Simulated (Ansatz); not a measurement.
Input for Ansatz (a quantum-chemistry and plane-wave program): R-RI-MP2/aug-cc-pVQZ on BrH4N (a complex), monomers drawn apart or pushed together. Files ending in .json are basis or fitting sets from the Basis Set Exchange. The run froze 15 orbitals, filled d shells among them.

Ansatz 0.2 input:
```yaml
crystal:
  periodic: [false, false, false]
  atoms:
    - {symbol: N, position_ang: [0.26345380, -0.02254708, 0.44609692]}
    - {symbol: H, position_ang: [1.19578216, 0.03114137, 0.05176046]}
    - {symbol: H, position_ang: [-0.17631292, -0.87701481, 0.12344239]}
    - {symbol: H, position_ang: [-0.27657851, 0.76685154, 0.11019515]}
    - {symbol: Br, position_ang: [0.43554548, 0.01878499, 4.26635351]}
    - {symbol: H, position_ang: [0.36744234, 0.00241432, 2.75438636]}
basis:
  gaussian:
    orbitals: aug-cc-pVQZ
    fitting: {mean_field: def2-universal-JKFIT, correlation: aug-cc-pVQZ-RIFIT.json}
magnetization: {spin_polarized: false}
correlation: {method: mp2, electrons: outside_noble_gas}
scf: {lower_state_search: off}
```

Program output:

```
WARN ansatz: RAYON_NUM_THREADS=2 ignored (pool sized by the plan → 2); use --threads N
Functional definition: HF
these checks for a lower state are left out or cut short: stability, starts, cluster_reference, orbital_swaps, neighbouring_geometries, increment
integrals: 0.47 GiB planned
415 factors; integrals over basis functions are off by at most 5.1e0 eV
mean field: 0.77 GiB planned
mean field evaluation 1: about -71544.2132 eV, gradient 3.2e1 eV
mean field evaluation 2: about -71545.7614 eV, gradient 1.7e1 eV
mean field evaluation 4: about -71546.3016 eV, gradient 5.1e-1 eV
mean field -71546.30445673 eV, -2629.2781929577 hartree, gradient 2.2e-6 eV, S^2 0.000000; 0 other end points of the search recorded, 0 dependent functions left out
15 core orbitals not correlated
750 factors; their error is unknown
reference -71546.30445673 eV, -2629.2781929577 hartree; 8, 8 occupied and 334, 334 virtual orbitals, 750 factors
second order -12.29467811 eV of doubles, -0.00000000 eV of singles
Total energy: -71558.59913484 eV, -2629.7300140447 hartree
Checks for a lower state left out: stability, starts, cluster_reference, orbital_swaps, neighbouring_geometries, increment
```

The run converged.

Cost: about 5 core-seconds (a rough figure).
